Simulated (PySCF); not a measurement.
PySCF job for C2H9InN, SMILES [CH3][In]([CH3])<-[NH3] (connectivity only; charge and spin as stated), neutral, multiplicity 2, PBE0-D3(BJ)/def2-SVP. Geometry: PBE0-D3(BJ)/def2-SVP. The spin state was assumed, not searched. The isomer is the one that the SMILES or the coordinates give; other isomers of the formula were not compared. The def2 effective core potentials stand for the cores of In; spin–orbit coupling is left out.

```python
import numpy as np
from pyscf import gto, scf, dft, df
from pyscf.hessian import thermo

mol = gto.M(
    atom='''
    In    0.24153732    0.08351437    0.33264979
    C     1.13507144    1.05717056   -1.44539627
    H     1.94569688    0.44939173   -1.87516492
    H     1.55523086    2.03574083   -1.16700880
    H     0.36073299    1.22045750   -2.21357190
    C    -1.84961253    0.61790797    0.83201880
    H    -2.34734940   -0.18265098    1.39996864
    H    -2.41906054    0.81180362   -0.09237375
    H    -1.86814744    1.53164040    1.44551639
    N    -0.44458482   -1.91251851   -0.95148404
    H    -1.07144179   -1.63943007   -1.70863842
    H    -0.94175836   -2.59022790   -0.37499662
    H     0.35010822   -2.39177120   -1.37291707
    ''',
    basis='def2-SVP',
    ecp={'In': 'def2-svp'},
    charge=0,
    spin=1,
    max_memory=1600,
    verbose=3,
)
mf = dft.UKS(mol, xc='pbe0').density_fit(auxbasis='def2-universal-jkfit')
mf.disp = 'd3bj'
mf.grids.level = 3
mf.conv_tol = 1e-11
mf.max_cycle = 100
mf.kernel()
fine, coarse = mf.grids, dft.Grids(mol).set(level=1).build(with_non0tab=True)
for _ in range(3):  # follow internal instabilities
    mf.grids = coarse
    mo, _, stable, _ = mf.stability(return_status=True, nroots=4)
    mf.grids = fine
    if stable:
        break
    mf.kernel(mf.make_rdm1(mo, mf.mo_occ))

# [left out here: the lines that compute and print the analytic Hessian (its translational invariance restored by hand, since the grid's response is missing), thermochemistry and intensities]
```

It prints:

```

WARN: HOMO -0.618644739436007 >= LUMO -0.618644739436006

converged SCF energy = -326.222416099883  <S^2> = 0.75198044  2S+1 = 2.0019795
<class 'pyscf.df.df_jk.DFUKS'> wavefunction is stable in the internal stability analysis

WARN: DFTD3 does not support analytical Hessian, using finite difference


WARN: Mole.unit (angstrom) is changed to Bohr

Mode                                 0                   1                   2
Irrep
Freq [cm^-1]                       35.3094             68.8999             69.3706
Reduced mass [au]                   1.0204              1.0184              1.0447
Force const [Dyne/A]                0.0007              0.0028              0.0030
Char temp [K]                      50.8024             99.1316             99.8088
Normal mode                   x     y     z       x     y     z       x     y     z
       0  In                -0.00 -0.00  0.00    0.00  0.00 -0.00    0.00 -0.01  0.00
       1   C                 0.02 -0.01  0.00    0.00 -0.01 -0.01   -0.01  0.02  0.01
       2   H                 0.05  0.00  0.04    0.19  0.13  0.16    0.31  0.27  0.27
       3   H                -0.02  0.00 -0.00   -0.26  0.12 -0.07   -0.45  0.23 -0.06
       4   H                 0.03 -0.05 -0.02    0.05 -0.27 -0.12    0.08 -0.40 -0.17
       5   C                -0.00  0.02 -0.02    0.00 -0.00  0.00    0.01  0.03 -0.00
       6   H                -0.02  0.00 -0.05   -0.13 -0.22 -0.41    0.07  0.16  0.25
       7   H                 0.02  0.06 -0.02    0.12  0.46  0.03   -0.06 -0.24 -0.01
       8   H                 0.00 -0.01  0.02    0.01 -0.28  0.42    0.02  0.19 -0.25
       9   N                 0.00  0.00 -0.00   -0.01 -0.00  0.02   -0.02  0.01 -0.01
      10   H                -0.44 -0.07  0.34    0.03 -0.00 -0.01   -0.01  0.03 -0.02
      11   H                 0.49 -0.27  0.11   -0.06  0.03  0.02   -0.04  0.02 -0.02
      12   H                -0.04  0.34 -0.46   -0.02 -0.05  0.06   -0.03 -0.01 -0.01
[...]
       4   H                 0.04  0.03 -0.03    0.25  0.15 -0.20    0.25  0.15 -0.20
       5   C                 0.01 -0.00 -0.00   -0.08  0.02  0.02    0.08 -0.02 -0.02
       6   H                -0.05  0.04  0.00    0.31 -0.21  0.00   -0.30  0.21  0.01
       7   H                -0.05  0.01  0.03    0.28 -0.07 -0.21   -0.28  0.08  0.21
       8   H                -0.07 -0.00 -0.00    0.37  0.02  0.00   -0.37 -0.02 -0.00
       9   N                -0.03 -0.08 -0.06   -0.00 -0.00  0.00    0.00  0.01  0.01
      10   H                 0.03  0.49  0.14    0.00  0.00 -0.00   -0.01 -0.10 -0.03
      11   H                 0.06  0.30  0.42    0.00  0.00  0.01   -0.01 -0.05 -0.07
      12   H                 0.33  0.34  0.21   -0.00 -0.00 -0.00   -0.06 -0.06 -0.04
Mode                                18                  19                  20
Irrep
Freq [cm^-1]                     1421.2496           1423.6925           1429.2318
Reduced mass [au]                   1.0611              1.0605              1.0617
Force const [Dyne/A]                1.2628              1.2664              1.2778
Char temp [K]                    2044.8617           2048.3766           2056.3464
Normal mode                   x     y     z       x     y     z       x     y     z
       0  In                -0.00 -0.00  0.00   -0.00  0.00  0.00    0.00  0.00 -0.00
       1   C                 0.00  0.04  0.02   -0.01  0.04  0.02    0.04 -0.01  0.02
       2   H                -0.23 -0.05 -0.31   -0.17  0.02 -0.29   -0.25 -0.29 -0.11
       3   H                 0.07 -0.07  0.24    0.16 -0.11  0.24   -0.45  0.21 -0.03
       4   H                 0.15 -0.42 -0.22    0.12 -0.45 -0.21    0.14  0.20 -0.05
       5   C                -0.01 -0.04 -0.01    0.01  0.05  0.00   -0.01  0.02 -0.05
       6   H                 0.23  0.05  0.31   -0.24  0.01 -0.24   -0.01  0.26  0.31
       7   H                 0.17  0.47 -0.02   -0.15 -0.49 -0.01    0.12 -0.16 -0.14
       8   H                -0.22  0.04 -0.13    0.21 -0.10  0.21   -0.04 -0.28  0.40
       9   N                 0.00  0.00 -0.00    0.00 -0.00  0.00   -0.00 -0.00  0.00
      10   H                -0.01 -0.00  0.01    0.00  0.00  0.00    0.01  0.00 -0.00
      11   H                -0.01  0.00 -0.01   -0.00  0.00  0.00    0.00 -0.00  0.00
      12   H                 0.00 -0.00  0.01    0.00  0.00 -0.00   -0.00  0.00 -0.00
Mode                                21                  22                  23
Irrep
Freq [cm^-1]                     1435.4098           1628.6626           1629.2794
Reduced mass [au]                   1.0560              1.0614              1.0616
Force const [Dyne/A]                1.2819              1.6588              1.6603
Char temp [K]                    2065.2351           2343.2829           2344.1704
Normal mode                   x     y     z       x     y     z       x     y     z
       0  In                 0.00 -0.00  0.00    0.00  0.00 -0.00   -0.00  0.00 -0.00
       1   C                 0.04 -0.00  0.02   -0.00 -0.00 -0.00   -0.00  0.00 -0.00
       2   H                -0.29 -0.30 -0.17    0.00  0.00  0.00    0.01  0.01  0.00
       3   H                -0.42  0.19  0.02   -0.00  0.00 -0.01    0.01 -0.01  0.00
       4   H                 0.17  0.12 -0.11    0.00  0.01  0.00   -0.01 -0.01  0.00
       5   C                 0.01 -0.01  0.04   -0.00  0.00  0.00   -0.00  0.00 -0.00
       6   H                -0.04 -0.26 -0.36   -0.00  0.00 -0.00   -0.00  0.01  0.01
       7   H                -0.17  0.07  0.15    0.00 -0.01 -0.00    0.00 -0.00 -0.00
       8   H                 0.09  0.27 -0.37    0.01 -0.00  0.01   -0.00 -0.01  0.01
       9   N                -0.00  0.00 -0.00    0.05  0.01 -0.04   -0.04  0.04 -0.03
      10   H                -0.00  0.00 -0.00   -0.57 -0.07  0.45    0.02  0.30  0.03
      11   H                 0.02 -0.01  0.00   -0.31  0.03 -0.30    0.56 -0.37  0.02
      12   H                 0.00 -0.01  0.02    0.21 -0.08  0.41   -0.07 -0.45  0.44
Mode                                24                  25                  26
Irrep
Freq [cm^-1]                     3042.5599           3043.2512           3152.9586
Reduced mass [au]                   1.0324              1.0326              1.1030
Force const [Dyne/A]                5.6311              5.6345              6.4602
Char temp [K]                    4377.5663           4378.5609           4536.4055
Normal mode                   x     y     z       x     y     z       x     y     z
       0  In                 0.00  0.00 -0.00   -0.00  0.00 -0.00    0.00  0.00 -0.00
       1   C                -0.01 -0.01  0.03   -0.01 -0.01  0.03    0.06  0.00  0.02
       2   H                 0.27 -0.21 -0.13    0.27 -0.22 -0.13   -0.22  0.18  0.12
       3   H                 0.13  0.31  0.10    0.13  0.32  0.11   -0.11 -0.29 -0.08
       4   H                -0.34  0.06 -0.31   -0.35  0.06 -0.32   -0.33  0.07 -0.33
       5   C                -0.03  0.01 -0.00    0.03 -0.01  0.00   -0.01  0.00 -0.06
       6   H                 0.15  0.28 -0.19   -0.15 -0.27  0.19   -0.15 -0.25  0.16
       7   H                 0.23 -0.08  0.41   -0.23  0.08 -0.40    0.26 -0.09  0.43
       8   H                -0.01 -0.30 -0.20    0.01  0.29  0.20   -0.00  0.29  0.18
       9   N                 0.00  0.00 -0.00    0.00 -0.00  0.00    0.00  0.00 -0.00
      10   H                -0.00 -0.00  0.00   -0.00 -0.00 -0.00   -0.00 -0.00  0.00
      11   H                -0.00  0.00 -0.00   -0.00 -0.00  0.00   -0.00 -0.00 -0.00
      12   H                 0.00 -0.00  0.00    0.00 -0.00 -0.00    0.00  0.00  0.00
Mode                                27                  28                  29
Irrep
Freq [cm^-1]                     3153.2470           3167.3690           3167.6949
Reduced mass [au]                   1.1028              1.1031              1.1034
Force const [Dyne/A]                6.4605              6.5202              6.5234
Char temp [K]                    4536.8204           4557.1388           4557.6076
Normal mode                   x     y     z       x     y     z       x     y     z
       0  In                 0.00 -0.00  0.00   -0.00  0.00  0.00    0.00 -0.00 -0.00
       1   C                 0.06  0.00  0.03   -0.02  0.06  0.03    0.01 -0.05 -0.02
       2   H                -0.24  0.19  0.13    0.37 -0.28 -0.19   -0.33  0.24  0.17
       3   H                -0.12 -0.31 -0.09   -0.20 -0.45 -0.13    0.18  0.39  0.11
       4   H                -0.36  0.08 -0.35    0.01  0.01  0.01   -0.00 -0.01 -0.01
       5   C                 0.01 -0.00  0.06   -0.02 -0.06 -0.00   -0.02 -0.06 -0.00
       6   H                 0.14  0.23 -0.15    0.20  0.32 -0.23    0.22  0.36 -0.26
       7   H                -0.24  0.08 -0.39   -0.01 -0.01 -0.01   -0.01 -0.01 -0.01
       8   H                 0.00 -0.27 -0.17   -0.01  0.36  0.25   -0.01  0.42  0.29
       9   N                 0.00 -0.00  0.00   -0.00 -0.00  0.00    0.00  0.00  0.00
      10   H                -0.00 -0.00 -0.00   -0.00 -0.00  0.00   -0.00  0.00 -0.00
      11   H                -0.00  0.00  0.00    0.00  0.00 -0.00   -0.00  0.00  0.00
      12   H                 0.00  0.00 -0.00    0.00 -0.00 -0.00    0.00  0.00 -0.00
Mode                                30                  31                  32
Irrep
Freq [cm^-1]                     3504.0517           3637.1585           3647.0182
Reduced mass [au]                   1.0281              1.0914              1.0919
Force const [Dyne/A]                7.4376              8.5068              8.5566
Char temp [K]                    5041.5503           5233.0613           5247.2473
Normal mode                   x     y     z       x     y     z       x     y     z
       0  In                -0.00 -0.00 -0.00   -0.00 -0.00 -0.00    0.00  0.00 -0.00
       1   C                 0.00  0.00  0.00    0.00 -0.00  0.00   -0.00  0.00  0.00
       2   H                 0.00 -0.00  0.00   -0.00  0.00  0.00    0.00 -0.00 -0.00
       3   H                 0.00  0.00 -0.00   -0.00  0.00 -0.00   -0.00 -0.00 -0.00
       4   H                -0.00 -0.00 -0.00   -0.00  0.00 -0.00    0.00 -0.00  0.00
       5   C                 0.00  0.00  0.00    0.00 -0.00  0.00   -0.00 -0.00 -0.00
       6   H                 0.00 -0.00 -0.00    0.00  0.00 -0.00    0.00  0.00 -0.00
       7   H                -0.00  0.00 -0.00   -0.00  0.00 -0.00   -0.00  0.00 -0.00
       8   H                -0.00  0.00  0.00   -0.00 -0.00 -0.00    0.00  0.00  0.00
       9   N                -0.01 -0.03 -0.02   -0.04  0.05 -0.04    0.06  0.01 -0.05
      10   H                 0.37 -0.19  0.44    0.46 -0.20  0.55    0.01  0.00 -0.01
      11   H                 0.26  0.35 -0.33   -0.21 -0.27  0.24   -0.32 -0.45  0.39
      12   H                -0.45  0.24  0.21    0.33 -0.19 -0.18   -0.53  0.32  0.27
temperature 298.1500 [K]
pressure 101325.00 [Pa]
Rotational constants [GHz] 3.54792 3.28149 2.25608
Symmetry number 1
Zero-point energy (ZPE) 0.10708 [Eh]   281132.515 [J/mol]
                           tot       elec      trans        rot        vib
Entropy [J/mol/K]       419.770      5.763    172.191    112.575    129.242
Cv [J/mol/K]            125.195      0.000     12.472     12.472    100.251
Cp [J/mol/K]            133.509      0.000     20.786     12.472    100.251
Internal energy [J/mol]                      3718.434   3718.434 299130.869
Internal energy [Eh]   -326.10565  -326.22242
Enthalpy [J/mol]                             6197.391   3718.434 299130.869
Enthalpy [Eh]          -326.10471
Gibbs free energy [J/mol]                  -45141.209 -29845.848 260597.471
Gibbs free energy [Eh] -326.15238
mode   freq/cm-1   IR/(km/mol)
   1       35.31         0.004
   2       68.90         0.018
   3       69.37         0.043
   4       91.11         2.408
   5       99.92         4.313
   6      115.97         1.242
   7      240.48         9.362
   8      429.76         1.436
   9      441.35         0.026
  10      443.27        28.686
  11      470.36        68.760
  12      601.33         0.221
  13      637.54        20.105
  14      659.51        40.305
  15      703.46        78.804
  16     1123.88       135.319
  17     1135.54         0.035
  18     1151.79         2.404
  19     1421.25         0.197
  20     1423.69         7.319
  21     1429.23         4.509
  22     1435.41         0.434
  23     1628.66        20.713
  24     1629.28        21.861
  25     3042.56        34.386
  26     3043.25        18.168
  27     3152.96         7.647
  28     3153.25        17.687
  29     3167.37         2.308
  30     3167.69        15.169
  31     3504.05         8.756
  32     3637.16        32.373
  33     3647.02        32.090
max |gradient| / (hartree/bohr): 2.2440113203388634e-05
APT charges: [ 0.7627 -0.2928 -0.0218 -0.0103 -0.0582 -0.2929 -0.0218 -0.0582 -0.0103
 -0.505   0.1492  0.1797  0.1795]
```

Self-consistency was reached.

Cost: around 14 core-minutes (rough).
